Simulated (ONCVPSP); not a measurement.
Which change was made? (Zr, ONCV)

ONCVPSP 4.0.1 input, shortened (lines: element, Z, core and valence counts, functional; n l f; lmax; l rc ep ncon nbas qcut; lloc lpopt rc5 dvloc0; l nproj debl; icmod fcfact rcfact), PBE, fully relativistic:

```
  Zr 40.00    6    3        4      upf
    1    0    2.00
    2    0    2.00
    2    1    6.00
    3    0    2.00
    3    1    6.00
    3    2   10.00
    4    0    2.00
    4    1    6.00
    4    2    2.00
    2
    0    1.25    0.00    4    7    5.50
    1    2.25    0.00    4    8    6.50
    2    2.55    0.00    3    8    5.40
    4    5    0.90    0.00
    0    2    0.40
    1    2    0.60
    2    3    3.60
    0    0.00    0.00
```

Open shells are filled in proportion to 2j + 1.

In the s channel the program set the typed energies aside and used -2.534, 0.250 Ha. In the p channel the program set the typed energies aside and used -1.703, 0.250 Ha (j = l + 1/2; the other j can differ).

Cutoffs, loose and tight: the cutoffs (Ha) at which the residual kinetic energy of the hardest occupied pseudo-wave falls to 1 and 0.1 mHa per electron. They do not see the model core or the augmentation charge, which bear on the density cutoff. Test errors are all-electron minus pseudo excitation energies from the reference, over the configurations 4s2 4p6 4d2 5s2; 4s2 4p6 4d2 5s1; 4s2 4p6 4d1; 4s2 4p6 4d0; variants that change the core or the reference have their own tests.

The base gives: outcome: generated, projector energies reset by the program; cutoff, loose: 63 Ha; cutoff, tight: 79 Ha; bound ghosts: none; GHOST(+) flags above zero: s, d5/2, d3/2; largest test error (meV): +217.

(1) After one change the result is: outcome: generated, projector energies reset by the program; cutoff, loose: 63 Ha; cutoff, tight: 79 Ha; bound ghosts: none; GHOST(+) flags above zero: s, d5/2, d3/2; largest test error (meV): +324. Which change was it?
A. d: qcut 3.2
B. d: qcut 6.1
C. d: qcut 7.3
D. d: qcut 4.8
E. d: qcut 4

Answers

(1) D. The others give: d: qcut 4 → outcome: generated, projector energies reset by the program; cutoff, loose: 63 Ha; cutoff, tight: 79 Ha; bound ghosts: none; GHOST(+) flags above zero: s, d5/2, d3/2; largest test error (meV): +563 | d: qcut 6.1 → outcome: generated, projector energies reset by the program; cutoff, loose: 63 Ha; cutoff, tight: 79 Ha; bound ghosts: none; GHOST(+) flags above zero: s, d5/2, d3/2; largest test error (meV): +137 | d: qcut 3.2 → outcome: generated, projector energies reset by the program; cutoff, loose: 63 Ha; cutoff, tight: 79 Ha; bound ghosts: none; GHOST(+) flags above zero: s, d5/2, d3/2; largest test error (meV): +963 | d: qcut 7.3 → outcome: generated, projector energies reset by the program; cutoff, loose: 63 Ha; cutoff, tight: 79 Ha; bound ghosts: none; GHOST(+) flags above zero: s, d5/2, d3/2; largest test error (meV): +70.
